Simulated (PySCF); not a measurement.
Predicted microwave data (PySCF, PBE0-D3(BJ)/def2-SVP geometry optimisation, gas phase) for one isomer of CH5FGe:

- Rotational constants: A = 26219, B = 3528, C = 3304 MHz
- Dipole components: |μa| = 0.74 D, |μb| = 1.33 D, |μc| = 0.00 D
- Inertial defect: -9.56 u·Å²
- κ: -0.98

Question: Which candidate fits, each taken in the one conformer that was computed?
A. `F[CH2][GeH3]`
B. `[CH3][GeH2][F]`
C. `[GeH2]([F])[CH3]`

Answer: A. It is F[CH2][GeH3], a near-prolate asymmetric top, point group Cs. The candidates at the same level (rigid rotor, commonest isotopes):

```tsv
SMILES	A (MHz)	B (MHz)	C (MHz)	μa (D)	μb (D)	μc (D)	Δ (u·Å²)	point group	rotor
[H][Ge]([H])([CH3])[F]	13442	6105	4569	2.30	0.82	0.00	-9.76	near Cs	asymmetric top
F[CH2][GeH3]	26219	3528	3304	0.74	1.33	0.00	-9.56	Cs	near-prolate asymmetric top
[CH3][GeH2][F]	13335	6135	4573	2.29	0.83	0.00	-9.76	Cs	asymmetric top
```

`[CH3][GeH2][F]` has B 74 % too high; `[H][Ge]([H])([CH3])[F]` has B 73 % too high. In the right answer the mirror of this Cs structure is the ab plane, so μc vanishes by symmetry. No structure here is proved a minimum.
